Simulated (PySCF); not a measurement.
**Correlation energy of Cu (copper, neutral)**

[Ar] 3d9 4s1 4p1, one real determinant (an excited configuration). Computed with PySCF 2.14 in x2c-TZVPPall with one added diffuse shell each of s, p, d, f type (7s6p5d3f1g, 80 functions), with scalar relativity by spin-free X2C-1e. Frozen: [Ar]; 11 electrons correlated.

| level | correlation energy (mhartree) |
| --- | --- |
| CCSD | -341.81 |
| (T) | -10.48 |
| CCSD(T) | -352.29 |

Diagnostics: T1 = 0.015, D1 = 0.0418, largest double amplitude 0.026.

Is a single reference adequate?

Yes: T1 lies below 0.03 and no double amplitude reaches 0.07.

The reference is one real determinant that mixes LS terms of this configuration.
